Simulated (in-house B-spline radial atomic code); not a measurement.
Computed with a B-spline radial atomic code. Model: two electrons, singlet ground state, non-relativistic, full CI in B-splines with partial waves to l = 8 (at full coupling up to 3e-4 hartree above the limit, correlation up to 0.6 % small), density held at that of full coupling by Lieb maximisation.

Along the adiabatic connection the electron repulsion is scaled by a coupling λ while a local potential keeps the density fixed. At λ = 0 the system is the Kohn-Sham one and W equals the exchange energy; the exchange-correlation energy is the area under W between 0 and 1. The kinetic energy rises with λ as the electrons avoid each other, with dT/dλ = −λ dW/dλ.

Command:
```bash
python run_ac.py task.json out
```
Settings (lengths in bohr, energies in hartree):
```
potential              dot
strength               0.346
lmax                   8
second                 -0.5
```

Time taken, with all properties: 10 s on 1 thread of Intel(R) Xeon(R) Processor @ 2.30GHz, on a shared host.

**W = mean repulsion less Hartree energy, and W of three functionals.**

Given: confinement charge in harmonic well; well frequency 0.346 hartree; nuclear charge -0.5; external potential omega^2 r^2/2 - Z/r.

Computed: LDA exchange minus exact 50.457 millihartree; PBE exchange minus exact 12.907 millihartree.

```csv
coupling,W xc (hartree),W xc minus exchange (millihartree),kinetic minus Kohn-Sham (millihartree),LDA (PW92) W minus its exchange (millihartree),PBE W minus its exchange (millihartree),SCAN W minus its exchange (millihartree)
0,-0.37154,0,0,0,0,0
0.02,-0.37375,-2.205,0.02,-9.69,-3.84,-1.88
0.05,-0.37695,-5.406,0.13,-19.03,-8.69,-4.58
0.12,-0.38395,-12.401,0.72,-34.63,-18.12,-10.42
0.25,-0.39537,-23.822,2.82,-54.76,-31.95,-20.03
0.4,-0.40642,-34.874,6.38,-71.59,-44.55,-29.55
0.6,-0.41838,-46.832,12.32,-88.52,-57.96,-40.3
0.8,-0.42793,-56.385,18.97,-101.68,-68.8,-49.33
1,-0.43569,-64.149,25.93,-112.39,-77.84,-57.04
1.4,-0.44749,-75.943,39.94,-129.05,-92.24,-69.49
2,?,?,?,?,?,?
3,?,?,?,?,?,?
4.5,-0.4821,-110.55,128.45,-185.23,-142.95,-111.14
7,-0.49168,-120.14,182.32,-203.8,-160.2,-122.5
10,-0.49825,-126.71,237.36,-217.32,-172.86,-129.35
```

**Question.** What belongs in the row 2?

**Answer.** W xc (hartree): -0.45943; W xc minus exchange (millihartree): -87.887; kinetic minus Kohn-Sham (millihartree): 59.99; LDA (PW92) W minus its exchange (millihartree): -146.86; PBE W minus its exchange (millihartree): -108.01; SCAN W minus its exchange (millihartree): -83.13.

**Question.** What belongs in the row 3?

**Answer.** W xc (hartree): -0.47163; W xc minus exchange (millihartree): -100.08; kinetic minus Kohn-Sham (millihartree): 89.93; LDA (PW92) W minus its exchange (millihartree): -166.61; PBE W minus its exchange (millihartree): -125.85; SCAN W minus its exchange (millihartree): -98.04.

**Question.** What is the SCAN exchange minus exact?

**Answer.** -2.5733 millihartree.

**Energy parts, natural occupations and partial-wave weights.**

Computed: total energy 1.9837 hartree; correlation energy -0.038218 hartree; kinetic part of the DFT correlation energy 0.02593 hartree; initial slope twice GL2 -0.11169 hartree; kinetic part over minus potential part 0.40422; Kohn-Sham kinetic 0.36411 hartree; Lieb Oxford ratio E_xc over LDA exchange 1.2762.

| natural | occupation of the shell (electrons) |
| --- | --- |
| s | 1.9041 |
| p | 0.092054 |
| s | ? |
| d | 0.0014063 |
| p | 0.00021762 |
| f | 0.00015552 |

**Question.** What belongs in the row s?

**Answer.** occupation of the shell (electrons): 0.001971.

```
wave      weight
   s     0.95302
   p    0.046141
   d  0.00072522
   f           ?
   g  1.8016e-05
```

**Question.** What belongs in the row f?

**Answer.** weight: 8.3986e-05.

**Question.** What is the exchange energy?

**Answer.** -0.37154 hartree.

**Question.** What is the Hartree energy?

**Answer.** 0.74309 hartree.

Half-way to full coupling W has made 64 % of its drop, against 50 % for a straight line, and second-order (GL2) theory, half the initial slope, overshoots the correlation energy by about 46 %: a marked bend. Over couplings 0 to 1 the errors in E_xc come to about +14 millihartree for LDA, +3.2 millihartree for PBE, +2.6 millihartree for SCAN, so SCAN is nearest. In LDA and PBE and SCAN the errors of exchange and correlation have opposite signs, so the sum is smaller than the larger of the two.
